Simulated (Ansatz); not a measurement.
Total energies of Li5Al2 from Ansatz at PBE0-D4/def2-TZVP, gas phase (1 Eh = 27.2114 eV = 2625.5 kJ/mol). The reference geometry is relaxed at r2SCAN-D4/def2-TZVP.

```tsv
atom	x (Å)	y (Å)	z (Å)
Al1	0.566	-0.140	0.500
Al2	-1.418	-1.821	0.559
Li3	0.556	-2.185	-1.194
Li4	2.281	0.698	-1.350
Li5	0.829	2.488	0.798
Li6	-1.240	0.519	-1.272
Li7	-1.573	0.442	1.959
```

```tsv
state	geometry	energy (Eh)
charge 0 doublet	reference	-522.16266
charge 1 singlet	reference	-521.99942
charge 0 quartet	relaxed at r2SCAN-D4/def2-TZVP	-522.15140
free Al atom (doublet)	–	-242.24894
free Li atom (doublet)	–	-7.46705
```

Question: Work out the vertical ionisation energy to the singlet.

Answer: E(charge 1 singlet) − E(charge 0 doublet) = -521.99942 − (-522.16266) = 0.16324 Eh = 4.44 eV. For comparison, −ε of the highest occupied level of the spin that leaves is 3.28 eV at this level, 1.16 eV less.

Question: Which of the charge 0 states is lowest, and how far above it are the others?

Answer: The doublet. quartet: -522.15140 − (-522.16266) = 0.01126 Eh = 29.6 kJ/mol. The quartet differs in its bonds from the reference.

Question: What is the binding energy per atom against free atoms?

Answer: Atoms: 2 × (-242.24894) + 5 × (-7.46705) = -521.83313 Eh. Binding: -521.83313 − (-522.16266) = 0.32953 Eh = 8.97 eV, or 1.28 eV for each of 7 atoms (no zero-point energy, no counterpoise term).

The restricted singlet is unstable towards broken spin symmetry in Hartree–Fock (as tested in another run); at PBE0-D4/def2-TZVP this wasn't settled. 

The structure comes from a short search, and lower isomers may exist.
